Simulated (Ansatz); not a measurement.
All values below come from Ansatz (a quantum-chemistry and plane-wave program) with frozen-core CCSD(T)/cc-pVDZ // B3LYP-D3(BJ)/def2-SVP.

Ansatz 0.2 input:
```yaml
crystal:
  periodic: [false, false, false]
  atoms:
    - { symbol: B, position_ang: [2.670295, -1.04257, 0.096448] }
    - { symbol: C, position_ang: [1.319546, -0.298558, -0.098239] }
    - { symbol: C, position_ang: [1.168495, 1.069527, 0.591063] }
    - { symbol: C, position_ang: [-0.078921, 1.822712, 0.119309] }
    - { symbol: C, position_ang: [-1.347448, 0.980601, 0.285379] }
    - { symbol: C, position_ang: [-1.233711, -0.38869, -0.4086] }
    - { symbol: B, position_ang: [-2.536617, -1.226485, -0.536954] }
    - { symbol: C, position_ang: [0.036716, -1.140589, 0.029169] }
    - { symbol: H, position_ang: [3.680691, -0.427587, 0.349847] }
    - { symbol: H, position_ang: [2.750372, -2.233953, -0.097426] }
    - { symbol: H, position_ang: [1.466354, -0.094611, -1.196258] }
    - { symbol: H, position_ang: [1.09785, 0.907366, 1.682775] }
    - { symbol: H, position_ang: [2.072677, 1.678362, 0.42938] }
    - { symbol: H, position_ang: [0.041606, 2.083965, -0.948794] }
    - { symbol: H, position_ang: [-0.178857, 2.776345, 0.664589] }
    - { symbol: H, position_ang: [-1.528816, 0.814409, 1.363613] }
    - { symbol: H, position_ang: [-2.22683, 1.526463, -0.092894] }
    - { symbol: H, position_ang: [-1.12718, -0.186139, -1.511526] }
    - { symbol: H, position_ang: [-2.484528, -2.418644, -0.735544] }
    - { symbol: H, position_ang: [-3.61874, -0.685815, -0.537076] }
    - { symbol: H, position_ang: [0.138657, -2.079989, -0.536622] }
    - { symbol: H, position_ang: [-0.08161, -1.436118, 1.088364] }
basis:
  gaussian: { orbitals: cc-pVDZ }
correlation:
  method: ccsd_t
```

Output:

```
Functional definition: HF
1652 factors; integrals over basis functions are off by at most 1.2e-3 eV
mean field evaluation 1: about -7742.3137 eV, gradient 3.7e1 eV
mean field evaluation 2: about -7742.6377 eV, gradient 3.7e1 eV
mean field evaluation 4: about -7747.2515 eV, gradient 6.1e0 eV
mean field evaluation 8: about -7747.3593 eV, gradient 1.7e-1 eV
mean field evaluation 16: about -7747.0306 eV, gradient 5.6e-1 eV
mean field -7747.35944139 eV, -284.7102081223 hartree, gradient 9.8e-6 eV, S^2 0.000000; 0 other end points of the search recorded, 0 dependent functions left out
8 core orbitals not correlated
reference -7747.35944139 eV, -284.7102081223 hartree; 22, 22 occupied and 152, 152 virtual orbitals, 1652 factors
second order -27.57348531 eV of doubles, -0.00000000 eV of singles
cycle   1  -29.35987851 eV  change    -1.8e0 eV  update   1.1e-1
cycle   2  -30.20004208 eV  change   -8.4e-1 eV  update   3.2e-2
cycle   3  -30.30749873 eV  change   -1.1e-1 eV  update   1.2e-2
cycle   4  -30.30666680 eV  change    8.3e-4 eV  update   3.1e-3
cycle   5  -30.30783947 eV  change   -1.2e-3 eV  update   1.2e-3
cycle   6  -30.30760791 eV  change    2.3e-4 eV  update   4.2e-4
cycle   7  -30.30737448 eV  change    2.3e-4 eV  update   1.5e-4
cycle   8  -30.30735708 eV  change    1.7e-5 eV  update   6.0e-5
cycle   9  -30.30734907 eV  change    8.0e-6 eV  update   2.1e-5
perturbative correction -0.98251449 eV, -0.0361067416 hartree
Total energy: -7778.64930496 eV, -285.8600893993 hartree
```

Cost: roughly 5 core-minutes.
